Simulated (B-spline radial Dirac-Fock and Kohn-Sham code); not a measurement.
## K-shell conversion coefficients of Pr against transition energy

The computed values come from a B-spline atomic structure program: a Dirac-Hartree-Slater potential of the neutral atom with a Latter tail (no hole, which puts coefficients of high multipoles low close above an edge), finite nucleus with surface currents. Subshells within 1 keV of threshold and pair formation are left out.

```csv
energy (keV),E1,E3,E4,M2,M3,M5
44.8,1.79,5.06,3.26,195,682,827
50,1.35,11.5,21.0,129,607,4500
51,1.29,12.3,24.7,120,584,5160
100,0.214,5.48,24.2,9.96,60.9,2000
134,0.0960,2.18,9.23,3.47,19.0,536
193,0.0356,0.615,2.32,0.970,4.43,89.1
194,0.0352,0.604,2.27,0.953,4.34,86.8
200,0.0324,0.542,2.01,0.859,3.84,74.5
206,0.0299,0.488,1.79,0.777,3.42,64.2
290,0.0122,0.146,0.468,0.250,0.908,11.7
312,0.0101,0.114,0.353,0.197,0.689,8.14
358,0.00718,0.0715,0.209,0.128,0.413,4.18
362,0.00698,0.0689,0.201,0.123,0.397,3.96
500,0.00325,0.0246,0.0629,0.0461,0.125,0.879
522,0.00294,0.0216,0.0543,0.0406,0.108,0.725
577,0.00236,0.0161,0.0388,0.0303,0.0771,0.466
684,0.00164,0.00999,0.0226,0.0187,0.0440,0.225
780,0.00125,0.00704,0.0151,0.0130,0.0290,0.132
1000,0.000771,0.00379,0.00747,0.00668,0.0136,0.0502
1810,0.000274,0.00102,0.00170,0.00153,0.00264,0.00670
1820,0.000272,0.00101,0.00168,0.00151,0.00260,0.00658
1880,0.000258,0.000941,0.00156,0.00139,0.00240,0.00596
2000,0.000234,0.000829,0.00136,0.00121,0.00205,0.00494
```

Task: How fast do they fall between 1820 and 2000 keV?

Result: As powers of the energy: E1 E^-1.60, E3 E^-2.05, E4 E^-2.27, M2 E^-2.35, M3 E^-2.56, M5 E^-3.03. Within one type (E or M) the higher multipoles fall faster.
